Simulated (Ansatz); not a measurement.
Consider the atomization: `NC1[O][Al]([SH])[SiH2]1` → Al• + C• + 6 H• + N• + O• + S• + Si•.

Program: Ansatz. Geometries: PBE0-D4/def2-TZVP. ΔE: electronic, gas phase. CBS: MP2 limit from def2 TZ/QZ plus the TZ coupled-cluster correction, frozen cores. This one scheme is used for every species, atoms too. Functionals use def2-TZVPP. B3LYP here is the variant with VWN-RPA as its local correlation; programs differ in this. No spin–orbit coupling; open shells (•) take unrestricted orbitals. Spin–orbit coupling would lower the free atoms: a little for Al, C, O, S, Si. Each species was taken in one conformer, which may not be the lowest.

```
             level  ΔE (eV)  difference from CCSD(T)/CBS
           PBE0-D4    42.82                        -0.07
          B3LYP-D4    42.69                        -0.20
           ωB97M-V    43.06                         0.17
            B2PLYP    42.17                        -0.72
               PBE    43.46                         0.57
             B3LYP    42.18                        -0.71
    MP2/def2-TZVPP    42.26                        -0.63
SCS-MP2/def2-TZVPP    42.07                        -0.82
     HF/def2-QZVPP    29.45                       -13.44
     MP2/CBS(def2)    43.67                         0.78
       CCSD(T)/CBS    42.89                            0
```

Largest T1 diagnostic among the species: 0.018.

In def2-TZVPP, CCSD(T) changes the Hartree–Fock value by +12.11 eV (the triples alone add +0.82 eV) and MP2 by +12.89 eV; breaking electron pairs costs correlation energy, which Hartree–Fock lacks. The D4 term adds +0.51 eV with B3LYP and +0.27 eV with PBE0; it sums over pairs of atoms, weighted by their polarisabilities, and B3LYP, whose exchange is more repulsive, gets the larger term. From PBE to PBE0 (25 % exact exchange), in def2-TZVPP and without D4, ΔE moves by −0.91 eV: exact exchange takes away binding that semilocal exchange gives to molecules.

For atomizations the MP2-based limit and the directly extrapolated one differ by several kJ/mol either way, and by 10 to 25 for some Ge, Se and Sn compounds, so smaller differences from it don't rank the levels.
